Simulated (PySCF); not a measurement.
## Cd⁺: ionisation energy

Cd⁺ [Kr] 4d10 5s1 (2S) → Cd²⁺ [Kr] 4d10 (1S), as a difference of total energies. All numbers are calculated (PySCF 2.14, a scalar-relativistic core potential, in def2-TZVPPD with the def2 core potential (28 electrons) (6s4p3d2f1g, 56 functions)). Correlated levels: valence and next inner shell: nothing frozen outside the core potential. The calculations carry no spin-orbit coupling.

| method | ionisation energy (eV) |
| --- | --- |
| UHF | 15.586 |
| MP2 (valence and next inner shell) | 16.843 |
| SCS-MP2 (valence and next inner shell) | 16.624 |
| CCSD (valence and next inner shell) | 16.625 |
| CCSD(T) (valence and next inner shell) | 16.696 |

How much does correlation contribute at CCSD(T) (valence and next inner shell)?

16.696 − (15.586) = 1.110 eV, measured against UHF.

Errors of the correlated levels include the incompleteness of this basis.

For comparison: 16.908 eV (measured; NIST Atomic Spectra Database, ionization energies).
